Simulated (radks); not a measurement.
Results of a calculation; reference values are marked as such.
Excited configurations of Cl3+: one electron is placed in a higher orbital outside [Ne] 3s2 3p1. The ground configuration is [Ne] 3s2 3p2. Code: a radial shooting solver on a logarithmic mesh with Libxc functionals. Model: scalar-relativistic Kohn-Sham, PBEsol, spin-polarised, spherical densities, point nucleus; open shells are filled with parallel spins first. Excitation = E - E(ground); binding = E(ion) - E, where the ion is the core of charge +4; n* = 4/sqrt(2 binding) in atomic units, and the quantum defect is n - n*.

| outer orbital | excitation (eV) | binding (eV) | n* | quantum defect | eigenvalue (eV) | <r> (bohr) |
|---|---|---|---|---|---|---|
| 3d | 19.341 | 33.897 | 2.534 | 0.466 | -27.854 | 1.770 |
| 4s | 26.493 | 26.745 | 2.853 | 1.147 | -23.868 | 3.135 |
| 4p | 30.505 | 22.733 | 3.095 | 0.905 | -20.168 | 3.467 |
| 4d | 36.033 | 17.204 | 3.557 | 0.443 | -15.050 | 4.128 |
| 5s | 38.319 | 14.918 | 3.820 | 1.180 | -13.358 | 5.620 |
| 6s | 43.717 | 9.521 | 4.782 | 1.218 | -8.583 | 8.798 |
| 6p | 44.600 | 8.637 | 5.020 | 0.980 | -7.764 | 9.479 |
| 6d | 45.923 | 7.315 | 5.455 | 0.545 | -6.539 | 10.75 |
| 7p | 47.143 | 6.095 | 5.976 | 1.024 | -5.511 | 13.54 |
| 7d | 47.928 | 5.309 | 6.403 | 0.597 | -4.783 | 15.11 |
| 7f | 48.316 | 4.922 | 6.651 | 0.349 | -4.411 | 15.58 |

Estimate the row for 5f.

Answer. excitation (eV) 43.735; binding (eV) 9.502; n* 4.786; quantum defect 0.214; eigenvalue (eV) -8.267; <r> (bohr) 7.233. The Delta-SCF ionisation energy is 53.238 eV (NIST Atomic Spectra Database: 53.2 eV, semi-empirical). Self-interaction in the functional shifts the binding energies and quantum defects, so they are the method's values and not measured ones. Open shells are spherical and high-spin; term and fine-structure splittings are not resolved.
